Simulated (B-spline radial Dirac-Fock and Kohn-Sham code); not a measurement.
How the levels of platinum move as electrons are removed

The computed values come from a radial finite-basis atomic code: Dirac-Fock ΔSCF + Breit + QED. Each ion is free and in its tabulated ground configuration. Correlation energy is missing from these numbers.

Reference: Pt⁴⁷⁺, [Ar] 3d10 4s2 4p1, with 1s 80891.9 eV, 2p3/2 14023.4 eV, 3p1/2 5370.8 eV, 3p3/2 4972.4 eV, 3d3/2 4551.9 eV, Kα1 (K-L3) 66868.5 eV, Kβ1 (K-M3) 75919.6 eV. Shifts from it, in eV (a dash: the subshell is empty, belongs to an open shell averaged over j, or its hole state is left out as unreliable):

```tsv
ion	configuration	1s	2p3/2	3p1/2	3p3/2	3d3/2	Kα1	Kβ1
Pt⁴⁸⁺	[Ar] 3d10 4s2	+97.3	+88.4	+78.1	+77.0	+79.6	+8.91	+20.28
Pt⁴⁹⁺	[Ar] 3d10 4s1	+193.3	+178.1	+158.2	+156.1	+160.9	+15.15	+37.23
Pt⁵⁰⁺	[Ar] 3d10	?	?	?	?	?	?	?
Pt⁵¹⁺	[Ar] 3d9	+469.3	+438.6	+368.8	+360.9	–	+30.64	+108.34
```

Task: Give the missing shifts for Pt⁵⁰⁺.

Result: 1s +293.6, 2p3/2 +268.7, 3p1/2 +238.9, 3p3/2 +235.7, 3d3/2 +242.9, Kα1 +24.95, Kβ1 +57.96 (eV).

Over this range K (1s) moves by +469.3 eV and Kα1 by +30.6 eV: a line is a difference of two levels that shift in the same direction.
